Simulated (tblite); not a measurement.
Isomers of C9H18. Method: GFN2-xTB as coded in tblite; computed harmonic values from a numerical Hessian at the method's own geometry, unscaled. The method is semi-empirical: single wavenumbers can be off by several per cent or more. One conformer each.

Electronic energies: GFN2-xTB at the same geometries; isomer energies are rough at this level and their order can be wrong.

```tsv
SMILES	electronic energy, lowest = 0 (kcal/mol)
CCCC1CCCCC1	0.0
CCC/C(C)=C(\C)CC	25.8
CC(C)C1CCCCC1	0.1
CC(C)[C@@H]1CC[C@@H](C)C1	1.6
```

Question: How do GFN2-xTB zero-point energies change the relative energies?

Answer: 
```
                   SMILES  ZPE (kcal/mol)  of it from modes above 1550 cm⁻¹  electronic (kcal/mol)  with ZPE, lowest = 0 (kcal/mol)  lowest mode (cm⁻¹)  rings
              CCCC1CCCCC1           158.4                              76.7                    0.0                              0.0                  63      1
            CC(C)C1CCCCC1           158.3                              76.9                    0.1                              0.0                  52      1
CC(C)[C@@H]1CC[C@@H](C)C1           157.6                              77.2                    1.6                              0.8                  24      1
         CCC/C(C)=C(\C)CC           155.0                              79.9                   25.8                             22.3                  58      0
```

The zero-point energies span 3.4 kcal/mol, from `CCC/C(C)=C(\C)CC` to `CCCC1CCCCC1`. The order is unchanged, ties at the printed digit aside.

Question: What do entropy and thermal enthalpy add at 298.15 K and 1 bar (rigid rotor, harmonic oscillator, one conformer each)?

Answer: 
```csv
SMILES,point group,symmetry number,S (cal/(mol K)),H − H(0) (kcal/mol),ZPE + H − H(0) − TS (kcal/mol)
CCCC1CCCCC1,C1,1,96.8,6.80,136.4
CC(C)C1CCCCC1,C1,1,95.4,6.76,136.7
CCC/C(C)=C(\C)CC,C1,1,109.7,8.43,130.7
```

Not tabulated: `CC(C)[C@@H]1CC[C@@H](C)C1` (lowest mode only 24 cm⁻¹).
